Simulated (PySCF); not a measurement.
This PySCF input asks for the NMR shieldings of SMILES CO[BH2-][N+]#C, C2H6BNO; the geometry comes from GFN2-xTB.

```python
import basis_set_exchange as bse
import numpy as np
from pyscf import gto, dft
from pyscf.prop import nmr

atoms = """
C     1.687373   -0.883950    0.472217
N     1.400047    0.228408    0.483658
B     0.262691    1.283058    0.213324
O    -0.923061    0.520507    0.463371
C    -1.255477   -0.517832   -0.387730
H     1.999916   -1.892105    0.486774
H     0.388636    2.142314    1.010122
H     0.488393    1.573728   -0.925897
H    -1.266132   -0.207017   -1.441035
H    -2.243895   -0.888931   -0.108601
H    -0.533068   -1.355511   -0.292166
"""
names = dict.fromkeys(["C", "N", "B", "O", "H"], "pcSseg-1")
basis = {el: gto.basis.parse(bse.get_basis(n, elements=[el], fmt="nwchem")) for el, n in names.items()}
mol = gto.M(atom=atoms, basis=basis, charge=0, verbose=0)
mf = dft.RKS(mol, xc="PBE0")
mf.grids.level = 2
mf.grids.alignment = dft.numint.BLKSIZE   # the property module wants whole blocks of grid points
mf.conv_tol = 1e-9
mf.kernel()

calc = nmr.RKS(mf)   # GIAO
C = mf.mo_coeff
Co = C[:, mf.mo_occ > 0]
resp = mf.gen_response(singlet=True, hermi=2)
def vind(x):   # induced exchange potential for any number of trial vectors
    d = np.einsum("pi,xij,qj->xpq", C, 2 * x.reshape(-1, C.shape[1], Co.shape[1]), Co, optimize=True)
    return np.einsum("xpq,pi,qj->xij", resp(d - d.transpose(0, 2, 1)), C, Co, optimize=True).ravel()
mo1, _ = nmr.rhf.solve_mo1(calc, with_cphf=vind)
sigma = calc.kernel(mo1)
for i, s in enumerate(sigma):   # ppm
    w = np.linalg.eigvalsh((s + s.T) / 2)
    print("%2d %-2s iso %8.1f  s11 %8.1f  s22 %8.1f  s33 %8.1f" % (i, mol.atom_pure_symbol(i), w.mean(), *w))
```

Problem. What are the results?

Solution. 
```
 0 C  iso     65.3  s11    -10.7  s22     -0.3  s33    207.0
 1 N  iso     23.7  s11   -185.9  s22    -85.1  s33    342.1
 2 B  iso    107.5  s11     92.6  s22    105.6  s33    124.4
 3 O  iso    282.9  s11    148.4  s22    316.9  s33    383.3
 4 C  iso    130.3  s11     96.9  s22    116.7  s33    177.2
 5 H  iso     26.7  s11     22.5  s22     24.0  s33     33.6
 6 H  iso     28.6  s11     25.0  s22     28.4  s33     32.4
 7 H  iso     28.5  s11     24.5  s22     28.7  s33     32.3
 8 H  iso     28.7  s11     24.8  s22     26.0  s33     35.3
 9 H  iso     27.4  s11     23.3  s22     25.8  s33     33.2
10 H  iso     29.0  s11     26.8  s22     27.5  s33     32.6
```

These numbers come from an equivalent density-fitted implementation of the same equations, which agrees with the script to about 0.01 ppm for H and up to a few tenths of a ppm for heavy atoms, so last digits may differ.

Size and cost of the density-fitted run: 115 basis functions, 8.3 s wall time on 1 thread of an Arm Neoverse V1, shared host; peak memory 0.53 GiB.
